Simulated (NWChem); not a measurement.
## Basis-set convergence for H5BFN

SMILES: BF.N
```xyz
8

B      0.1964    -0.6635     0.0000
H      0.6438    -1.1484     1.0368
H      0.6438    -1.1484    -1.0368
F     -1.1809    -0.4672     0.0000
N      0.7986     0.8804     0.0000
H      0.4747     1.3883    -0.8250
H      1.8189     0.8801     0.0000
H      0.4747     1.3883     0.8250
```
Charge 0, spin multiplicity 1.

The numbers come from NWChem runs, not from measurements. All single points use one geometry, from PBE0/def2-SVP, a minimum by its harmonic frequencies.

Quantity: LUMO energy at the level B3LYP.

B3LYP has NWChem's definition, with VWN1-RPA local correlation. The Pople sets run with spherical d functions. The structure started from a generated list of species.

```csv
basis,functions,LUMO energy (eV)
6-31G*,52,…
6-31+G*,64,-0.93
pcseg-1,67,-0.16
def2-SVP,67,…
6-311G**,84,-0.18
6-311++G**,101,-1.12
aug-pcseg-1,114,-1.13
def2-TZVPD,159,…
pcseg-2,160,-0.74
aug-cc-pVTZ,253,-1.13
```

### Question
Fill in the missing entries.

### Answer

- 6-31G*, LUMO energy (eV): 0.80
- def2-SVP, LUMO energy (eV): 0.19
- def2-TZVPD, LUMO energy (eV): -0.89
